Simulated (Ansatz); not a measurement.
`CN[SiH]([SiH3])Cl` + H₂O → `O[SiH]([SiH3])Cl` + CH₃NH₂ at 500 K and 1 bar (formal hydrolysis of the Si–N bond).

Gas-phase electronic energies from Ansatz, PBE0-D4/def2-TZVP geometries. CCSD(T)/CBS is the MP2 limit (def2-TZVPP, def2-QZVPP) plus CCSD(T) − MP2 in def2-TZVPP, frozen cores. This one scheme is used for every species. One conformer a species, not always the lowest.

```json
{"species": "`CN[SiH]([SiH3])Cl`", "CCSD(T)/CBS energy (Eh)": "-1135.57158", "H − E (kJ/mol)": "295.3", "S (J/(mol·K))": "473.7"}
{"species": "H₂O", "CCSD(T)/CBS energy (Eh)": "-76.37941", "H − E (kJ/mol)": "73.2", "S (J/(mol·K))": "206.3"}
{"species": "`O[SiH]([SiH3])Cl`", "CCSD(T)/CBS energy (Eh)": "-1116.20942", "H − E (kJ/mol)": "177.1", "S (J/(mol·K))": "416.7"}
{"species": "CH₃NH₂", "CCSD(T)/CBS energy (Eh)": "-95.75281", "H − E (kJ/mol)": "191.8", "S (J/(mol·K))": "270.3"}
```

H − E and S are ideal-gas, rigid-rotor, harmonic terms from PBE0-D4/def2-TZVP, for one conformer and one mirror image of each species. 1 Eh = 2625.50 kJ/mol, R = 8.31446 J/(mol·K).

By hand: ΔE, ΔH, ΔS and ΔG.

ΔE = (-1116.20942) + (-95.75281) − (-1135.57158) − (-76.37941) = -0.01124 Eh = -29.5 kJ/mol. Δ(H − E) = 177.1 + 191.8 − 295.3 − 73.2 = 0.4, so ΔH = -29.1 kJ/mol. ΔS = 416.7 + 270.3 − 473.7 − 206.3 = 7.0 J/(mol·K). ΔG = -29.1 − 500 × (7.0)/1000 = -32.6 kJ/mol.

By hand: the equilibrium constant, and the temperature at which ΔG would vanish if ΔH and ΔS stayed fixed.

log₁₀ K = −ΔG/(RT ln 10) = 3.4. ΔH and −TΔS have one sign here, so there is no such temperature.

The number of gas molecules stays the same, so ΔS is small and ΔH decides. A doubt of 5 kJ/mol in ΔE shifts log₁₀ K by 0.5 here. Other conformers and mirror images would add mixing entropy, several J/(mol·K) or more a flexible species. These are equilibria of isolated gas molecules and say nothing of rates. Largest T1 diagnostic: 0.012 (customary marks: 0.02 for closed shells, 0.045 for open ones).

ΔS is within the doubt of such terms, so its sign, and with it that verdict, could turn.
